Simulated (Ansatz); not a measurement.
Total energies of C6H8BCl2N (`C[B-](Cl)(Cl)[n+]1ccccc1`).

```xyz
18

C    -2.089   -0.434    1.332
B    -1.422    0.865    0.700
Cl   -2.492    1.658   -0.592
Cl   -0.947    2.118    1.982
N    -0.047    0.402   -0.043
C     1.096    0.326    0.646
C     2.251   -0.176    0.085
C     2.226   -0.616   -1.227
C     1.037   -0.541   -1.932
C    -0.081   -0.027   -1.309
H    -1.434   -0.909    2.070
H    -2.336   -1.177    0.567
H    -3.017   -0.164    1.841
H     1.050    0.699    1.661
H     3.155   -0.213    0.678
H     3.121   -1.011   -1.694
H     0.965   -0.871   -2.960
H    -1.036    0.071   -1.806
```

Total charge 0; spin multiplicity 1. Geometry: relaxed with PBE0-D4/def2-TZVP. It is one conformer, not always the lowest. Basis def2-TZVPP, Ansatz.

RPA on PBE orbitals: Hartree–Fock energy of these orbitals -1230.15204 Eh, correlation -2.65192 Eh (frozen core).

```
functional  energy without D4 (Eh)  D4 term (kJ/mol)
   ωB97X-V             -1233.49363                 –
    B2PLYP             -1233.17930                 –
```

Task: Give the same for LDA (SPW92), PBE, revPBE, BLYP, r2SCAN, B97M-V, PBE0, B3LYP, r2SCANh, r2SCAN0, HSE06 (plane-wave form), BHLYP, CAM-B3LYP, LC-ωPBE, ωB97M-V, PBE-QIDH. (Best estimate.)

Result: Computed: 
```tsv
functional	energy without D4 (Eh)	D4 term (kJ/mol)
LDA (SPW92)	-1227.87399	–
PBE	-1232.92288	-62.0
revPBE	-1233.44624	-187.6
BLYP	-1233.56227	-134.8
r2SCAN	-1233.47348	-16.7
B97M-V	-1233.49928	–
PBE0	-1233.03336	-53.0
B3LYP	-1233.74970	-98.9
r2SCANh	-1233.45705	-17.7
r2SCAN0	-1233.43428	-19.4
HSE06 (plane-wave form)	-1233.00000	-49.5
BHLYP	-1233.52314	-73.3
CAM-B3LYP	-1233.56609	-54.0
LC-ωPBE	-1233.23624	–
ωB97M-V	-1233.54526	–
PBE-QIDH	-1232.82210	–
```

B3LYP takes the VWN-RPA correlation (the form of Gaussian; ORCA's B3LYP/G). HSE06 is the plane-wave form, built on full-range PBE exchange. The double hybrids freeze the cores in their second-order part.

LC-ωPBE has ω = 0.4 bohr⁻¹.
